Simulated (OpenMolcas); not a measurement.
**What dynamic correlation does to the levels of Sn+**

```yaml
Program: OpenMolcas 26.06
Basis: ANO-RCC-VTZP [7s6p4d2f1g]
Scalar_Hamiltonian: DKH2, point nucleus
Active_space: 3 electrons in 4 orbitals (5s 5p)
State_averaging: 2S+1 = 4 odd, 1 root; 2S+1 = 2 odd, 3 roots kept (CI in the orbitals of an earlier block); 2S+1 = 4 even, 3 roots; 2S+1 = 2 even, 9 roots kept (CI in the orbitals of an earlier block)
Spin-orbit_coupling: RASSI with atomic mean-field integrals over the reference wave functions, term energies averaged over their components
```

Methods on the same reference wave functions:
A. CASSCF
B. SS-CASPT2, IPEA 0.25 Eh, imaginary shift 0.1 Eh (closed shells correlated: 4d)

Energies in cm⁻¹ above 5s² 5p ²P°_1/2, the measured ground level; measured values from NIST Handbook of Basic Atomic Spectroscopic Data.

| Level | A | B | Measured |
| --- | --- | --- | --- |
| 5s² 5p ²P°_1/2 | 0.0 | 0.0 | 0.0 |
| 5s² 5p ²P°_3/2 | 3668 | 3670 | 4251 |
| 5s 5p² ⁴P_1/2 | 37028 | 44070 | 46464 |
| 5s 5p² ⁴P_3/2 | 38542 | 45630 | 48368 |
| 5s 5p² ⁴P_5/2 | 40635 | 47630 | 50730 |
| 5s 5p² ²D_3/2 | 64921 | 60480 | 58844 |
| 5s 5p² ²D_5/2 | 65160 | 60870 | 59463 |
| 5s 5p² ²P_1/2 [50 %] | 87883 | 78390 |  |
| 5s 5p² ²P_3/2 | 90160 | 79140 |  |

Deviations, from unrounded energies. A percentage is the sum of absolute deviations over the sum of measured energies, with the sign that they share, or ± where signs differ.

```tsv
Against measurement	Levels	A	B
mean absolute deviation (cm-1)	6	7000	2000
fine structure of the ground term (%)	1	-13.7	-13.7
other configurations (%)	5	±15.6	±4.3
```

B lies closest to measurement on these levels. The largest miss of B in the table is 5s 5p² ⁴P_5/2, by -3100 cm-1. The ranking rests on the paired levels alone, and a cruder setting can come out closer through cancelling errors.

The lowest spin-free term lies below A's lowest term by 0.439 hartree in B.

CASPT2 breaks the degeneracy within a term, and the mean is taken; among the terms shown or strongly mixed into the levels shown the widest spread is 860 cm-1 (5s 5p² ²D, B). Over all roots computed the reference weight is 0.87 to 0.94 in B; the roots of lowest weight are the least certain, and an intruder state may touch them. Terms from blocks run as CI alone lack orbitals of their own. Terms of s pⁿ other than that of highest spin mix with s² pⁿ⁻² d, which this space lacks; all of them can be thousands of cm-1 off, and some have no real level of that name. Measured partners are found by configuration, term and J. A level has none where our copy of the source lacks it or the pairing is in doubt (some pairs that miss far off the trend of their configuration count as doubtful), and it then counts in no deviation. Only configurations of the active space appear. Levels that lie high or do not pair safely by name in every column are left out.

A share in square brackets marks a mixed level and gives the weight of the term that names it, the lowest over the columns. ° marks odd parity.
